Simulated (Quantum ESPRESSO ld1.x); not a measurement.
Results of a calculation; reference values are marked as such.
Problem. These are the eigenvalues of the occupied orbitals of an atom or ion with whole-number occupations (eV). Level of theory: scalar-relativistic Kohn-Sham, LDA (Slater exchange, Perdew-Zunger correlation), spin-unpolarised, spherical densities, point nucleus (ld1.x of Quantum ESPRESSO 7.5).

1s: -28704.8
2s: -6624.67
2p: -6335.45

Which element is it, and in what charge state? The configuration may be excited.

Solution. Z = 47, silver, charge +41: Ag41+ in [He] 2s2 2p2. The list shows which subshells hold electrons but not how many an open one holds; the 1s level, -1054.9 hartree, gives Z - s = 45.9 by -(Z - s)^2/2, which with screening and relativity narrows Z to a few neighbours, and the depths of the outer levels then fix element, charge and occupations together.
